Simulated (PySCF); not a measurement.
Computed IR spectrum (relative IR intensity) of a molecule C3F5, multiplicity 2. Geometry: PBE0-D3(BJ)/def2-SVP. One conformer was computed; it need not be the lowest. Calculation: PBE0-D3(BJ)/def2-SVP run with PySCF. No scaling factor is applied to the harmonic values.

Lines under 2 % of the strongest are left out, and lines within 2 cm⁻¹ are merged.

| ν (cm⁻¹) | relative intensity |
|---|---|
| 742 | 7.3 |
| 874 | 2.3 |
| 1124 | 61 |
| 1245 | 71 |
| 1269 | 100 |
| 1312 | 7.6 |
| 1431 | 36 |
| 1855 | 29 |

Task: Which molecule gave these data?
A. FC(F)=[C]C(F)(F)F
B. F[C]=C(F)C(F)(F)F
C. F[C](F)C(F)=C(F)F

Result: B, F[C]=C(F)C(F)(F)F
